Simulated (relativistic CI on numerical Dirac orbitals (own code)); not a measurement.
# Hf2+: O2,3 absorption edge

Computed with this model: Dirac-Coulomb-Breit CI, orbitals from a KLI potential per configuration, model QED, valence Slater integrals scaled by 0.7, multiplet model of core-to-valence dipole absorption; configurations [Xe] 4f14 5d2 → [Kr] 4d10 4f14 5s2 5p5 5d3; 300 K; Lorentzian 0.6 eV and Gaussian 0.3 eV FWHM. Energies are those of the free ion, without screening or charge transfer. The branching ratio is the share of the lower-energy edge in the whole absorption, uncertain by about 0.02 where the edges overlap. S is read from ⟨S²⟩ = S(S + 1).

Field parameters in Wybourne normalisation: D3d B²₀ = −7Dσ, B⁴₀ = −14Dq − 21Dτ, B⁴₃ = −14√(10/7) Dq. The field is a parameter set, without covalency.

free ion: ground-state S = 0.97, centroid 38.65 eV. Peaks (eV, height): 31.8 (6), 34.6 (97), 35.5 (100), 37.2 (58), 38.1 (32), 41.8 (83), 44.2 (74), 45.6 (13).

D3d, 10Dq = 14500, Dσ = -1200, Dτ = 50 cm⁻¹: ground-state S = 0.98, centroid 39.36 eV. Peaks (eV, height): 32.8 (19), 35.2 (100), 39.6 (37), 43.7 (93).

D3d, 10Dq = 14500, Dσ = -510, Dτ = 50 cm⁻¹: ground-state S = 0.99, centroid 39.25 eV. Peaks (eV, height): 32.6 (17), 35.2 (100), 38.6 (26), 39.4 (30), 42.5 (56), 43.7 (80).

D3d, 10Dq = 14500, Dσ = 1200, Dτ = 50 cm⁻¹: ground-state S = 0.99, centroid 39.30 eV. Peaks (eV, height): 32.7 (18), 35.3 (100), 37.1 (39), 38.7 (25), 39.5 (34), 42.5 (60), 43.7 (80).

Strongest unbroadened transitions for free ion:

```csv
Energy (eV),Relative strength
34.39,29.7
34.63,88.9
35.28,42.3
35.49,17.0
35.57,68.9
36.23,19.3
36.28,8.8
37.05,9.1
37.22,62.5
38.15,30.4
40.29,16.7
40.84,13.8
41.27,23.5
41.78,78.8
41.93,33.8
43.42,14.4
44.22,100.0
45.68,12.2
```
